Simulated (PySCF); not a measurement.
Input file for PySCF: R-B3LYP/6-311+G** on BFH4O3 (a complex), monomers drawn apart or pushed together.

```python
from pyscf import gto, scf, dft, mp
from pyscf.data.elements import chemcore

mol = gto.M(
    atom='''
    O    -0.02765131   -0.57078924    1.55988282
    B     0.28391544   -0.24984030    0.25821055
    O     0.70114689   -1.27120850   -0.55616410
    O     0.14055748    1.06236815   -0.07629553
    H     0.08527875   -1.50524595    1.76027292
    H     0.91708235   -1.04059172   -1.46275786
    H     0.35372927    1.30290107   -0.98031794
    F    -1.09185091    1.07017659    4.23119476
    H    -0.78828690    0.61886566    3.46220453
    ''',
    basis='6-311+g**',
    charge=0, spin=0, verbose=3, max_memory=1800)
mf = dft.RKS(mol, xc='b3lyp')
mf.conv_tol = 1e-8
mf.max_cycle = 100
mf.kernel()
if not mf.converged:
    mf = mf.newton().run(mf.mo_coeff, mf.mo_occ)
```

Question: Predict the final total energy.

Answer: -353.0689 hartree.
